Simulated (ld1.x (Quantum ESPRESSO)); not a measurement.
**An all-electron radial function and its pseudo partner (Cr)**

Columns: radius, all-electron u(r) and pseudo u(r) of the 3d shell (level -2.93 eV) of chromium in the configuration [Ar] 3d5 4s1 4p0; PBEsol, scalar-relativistic, ultrasoft scheme, ld1.x (Quantum ESPRESSO) 7.5.

```
r (bohr)  all-electron  pseudo
   0.196        0.1855  0.0071
   0.392        0.5206  0.0520
   0.588        0.7272  0.1519
   0.784        0.7979  0.2938
   0.980        0.7865  0.4414
   1.176        0.7375  0.5533
   1.372        0.6751  0.6041
   1.568        0.6110  0.5951
   1.764        0.5503  0.5494
   1.960        0.4950  0.4950
   2.156        0.4455  0.4455
   2.352        0.4015  0.4015
   2.548        0.3624  0.3624
   2.744        0.3275  0.3275
   2.940        0.2964  0.2964
   3.136        0.2684  0.2684
   3.332        0.2432  0.2432
   3.528        0.2205  0.2205
   3.724        0.2000  0.2000
   3.920        0.1814  0.1814
   4.116        0.1645  0.1645
   4.312        0.1491  0.1491
   4.508        0.1352  0.1352
   4.704        0.1226  0.1226
   4.900        0.1112  0.1112
   5.096        0.1008  0.1008
```

Problem. How many radial nodes do the two functions have?

Solution. The all-electron 3d function has n − l − 1 = 0; the pseudo-wave has 0.

Problem. At about which radius was the pseudo-wave matched?

Solution. 2.00 bohr, where the columns begin to agree (steps of 0.20 bohr).

Problem. Is the pseudo-wave norm-conserving?

Solution. No, it belongs to an ultrasoft set: the norm inside the radius is not constrained, and the difference is carried by the augmentation charge.
